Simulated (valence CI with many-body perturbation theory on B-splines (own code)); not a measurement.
Values are calculated unless marked as measured or tabulated.
Xe³³⁺: magnetic and hyperfine properties of the levels

Method: relativistic CI+MBPT: three valence electrons over a frozen Dirac-Fock core [Ar], radial functions for each j: 9 s, 9 p, 10 d, 8 f, 5 g, 3 h, 1 i, with the one-electron correlation potential Σ1 (screened to all orders), the two-electron term Σ2, the three-electron term Σ3, Breit, model QED; selected single and double excitations, second order for the rest (own B-spline code, finite nucleus).

The last digits are not significant, and no measured levels were compared; by estimate large intervals hold to a few tenths of a per cent, small ones and those within an open d or f shell to about a per cent. Only levels of the ground parity were solved; by the run's estimate the other parity begins above the list, which can be wrong where configurations are misplaced.

A/g_I is the dipole constant over the nuclear g factor μ/I (μ in nuclear magnetons, uniformly magnetised nucleus), B/Q the quadrupole constant per barn. Both hold the static response of the core; the bare values leave it out. Large factors of s and p1/2 electrons are usually good to 5 to 10 %; those of open d and f shells near neutrality can be off by tens of per cent, and small factors of p3/2, d and f electrons come from cancelling terms and can be off by a factor of two or in sign, in half-filled shells by more. B is blank for J = 1/2, where it vanishes, and for nearly pure S terms. Energies count from the lowest level.

Levels are named by their leading jj configuration (3d3/2^4 stands for four electrons in 3d with j = 3/2), which in mixed levels can hold well under half, so a name can repeat and another be missing. Letters in brackets count levels of one name in rising energy.

```tsv
Level	E (eV)	g	A/g_I (MHz)	A/g_I bare	B/Q (MHz/b)	B/Q bare
(3d3/2^3) J=3/2	0.000	0.586	33300	32800	-14600	-14900
(3d3/2^2 3d5/2) J=5/2 [a]	11.043	1.041	18800	18900	-8600	-8780
(3d3/2^2 3d5/2) J=7/2	16.407	1.115	18600	18800	262	257
(3d3/2^2 3d5/2) J=3/2	16.464	1.279	15000	15300	-7790	-7940
(3d3/2^2 3d5/2) J=9/2	18.068	1.107	20000	20200	14600	14900
(3d3/2^2 3d5/2) J=1/2	19.249	1.955	-15100	-14000		
(3d3/2 3d5/2^2) J=7/2 [a]	29.052	1.024	17700	17700	4640	4730
(3d3/2^2 3d5/2) J=5/2 [b]	29.299	1.473	7500	8060	20300	20700
(3d3/2 3d5/2^2) J=9/2	30.805	1.123	16400	16500	10800	11000
(3d3/2 3d5/2^2) J=3/2 [a]	34.313	1.156	17600	17800	-19300	-19600
(3d3/2 3d5/2^2) J=1/2	35.988	1.372	-4040	-3520		
(3d3/2 3d5/2^2) J=11/2	37.585	1.086	18100	18200	41300	42100
(3d3/2 3d5/2^2) J=5/2 [a]	40.014	1.175	13700	13900	9760	9940
(3d3/2 3d5/2^2) J=5/2 [b]	42.283	1.022	16000	16000	12300	12600
(3d3/2 3d5/2^2) J=7/2 [b]	44.255	1.115	18200	18300	9360	9550
(3d5/2^3) J=9/2	47.663	1.108	14000	14200	8780	8960
(3d5/2^3) J=3/2	49.970	1.169	18300	18500	8280	8440
(3d3/2 3d5/2^2) J=3/2 [b]	61.853	0.850	25000	24900	19300	19700
(3d5/2^3) J=5/2	65.255	1.149	13900	14100	9300	9480
```

**Question.** Take the isotope of mass number 129, with I = 1/2, μ = -0.77796 μN. What is the hyperfine structure of (3d3/2^2 3d5/2) J=9/2?

**Answer.** From the table A = -31200 MHz. Shifts from the centre of gravity in MHz: F = 4: 85800, F = 5: -70200.
